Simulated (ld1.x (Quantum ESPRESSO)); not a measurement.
# Logarithmic derivatives: Ce (Z = 58), PAW

```json
{
 "Element": "cerium",
 "Generator": "ld1.x (Quantum ESPRESSO) 7.5",
 "Type": "PAW",
 "Functional": "LDA (PZ)",
 "Relativity": "scalar-relativistic",
 "Frozen core": "[Kr] 4d10 4f1",
 "Valence charge": "11",
 "Reference configuration": "5s2 5p6 5d0 6s0 6p0 (charge +3)",
 "Partial waves": "5s (bound): rcut 2.10, rcutus 2.40 bohr; 6s (bound, empty): rcut 2.10, rcutus 2.40 bohr; 5p (bound): rcut 2.35, rcutus 2.85 bohr; 6p (bound, empty): rcut 2.35, rcutus 2.85 bohr; 5d (bound, empty): rcut 1.95, rcutus 2.55 bohr; 5d channel at 0.95 Ry: rcut 1.95, rcutus 2.55 bohr",
 "Local potential": "all-electron potential smoothed inside 2.70 bohr (lloc = -2)",
 "Core correction": "Bessel-smoothed model core inside 2.25 bohr",
 "Augmentation charge": "BESSEL, radius 1.80 bohr"
}
```

The phase is arctan(r·u′/u) with u = r·R(r), unwrapped; energies in Ry, scanned from -7 to 5 Ry. A pole is an energy at which the radial function vanishes at the test radius. The pseudo phase is shifted by a multiple of π to meet the all-electron one at the reference energy, and phase errors are pseudo minus all-electron; the curves can meet again beyond the range given. Levels narrower than the energy grid can be missing from the lists of poles.

Task: For each channel, where are the poles, and over which energies does the pseudopotential scatter like the atom?

Result:

```
channel  radius (bohr)  reference energy (Ry)  poles, all-electron  poles, pseudo  unbroken range about the reference energy with phases within 0.05 rad  phase error 1 Ry above the reference energy (rad)
      s           3.11                  -1.52          -4.64, 0.80    -4.64, 0.81                                                              below 3.7                                             +0.000
      p           3.11                  -1.17          -3.23, 1.96    -3.23, 1.68                                                              below 2.6                                             -0.014
      d           3.11                  -1.75          -1.18, 4.00    -1.18, 3.88                                                        the whole range                                             -0.000
```

Phases in the d channel:

| E (Ry) | all-electron | pseudo |
| --- | --- | --- |
| -7.00 | 1.430 | 1.430 |
| -6.74 | 1.426 | 1.426 |
| -6.48 | 1.422 | 1.422 |
| -6.22 | 1.418 | 1.417 |
| -5.96 | 1.413 | 1.413 |
| -5.70 | 1.407 | 1.407 |
| -5.44 | 1.401 | 1.401 |
| -5.18 | 1.395 | 1.395 |
| -4.92 | 1.387 | 1.387 |
| -4.66 | 1.378 | 1.378 |
| -4.40 | 1.368 | 1.368 |
| -4.14 | 1.356 | 1.356 |
| -3.88 | 1.341 | 1.341 |
| -3.62 | 1.323 | 1.323 |
| -3.36 | 1.298 | 1.298 |
| -3.10 | 1.265 | 1.265 |
| -2.84 | 1.215 | 1.214 |
| -2.58 | 1.128 | 1.128 |
| -2.32 | 0.941 | 0.940 |
| -2.06 | 0.321 | 0.320 |
| -1.80 | -0.940 | -0.940 |
| -1.54 | -1.379 | -1.379 |
| -1.28 | -1.534 | -1.535 |
| -1.02 | -1.619 | -1.619 |
| -0.76 | -1.679 | -1.679 |
| -0.50 | -1.732 | -1.732 |
| -0.24 | -1.787 | -1.787 |
| 0.02 | -1.853 | -1.854 |
| 0.28 | -1.945 | -1.946 |
| 0.54 | -2.095 | -2.095 |
| 0.80 | -2.388 | -2.388 |
| 1.06 | -3.011 | -3.011 |
| 1.32 | -3.771 | -3.773 |
| 1.58 | -4.175 | -4.177 |
| 1.84 | -4.365 | -4.367 |
| 2.10 | -4.470 | -4.473 |
| 2.36 | -4.537 | -4.540 |
| 2.62 | -4.584 | -4.587 |
| 2.88 | -4.619 | -4.623 |
| 3.14 | -4.646 | -4.651 |
| 3.40 | -4.669 | -4.675 |
| 3.66 | -4.689 | -4.696 |
| 3.92 | -4.707 | -4.715 |
| 4.18 | -4.723 | -4.734 |
| 4.44 | -4.739 | -4.753 |
| 4.70 | -4.755 | -4.772 |
| 4.96 | -4.771 | -4.794 |
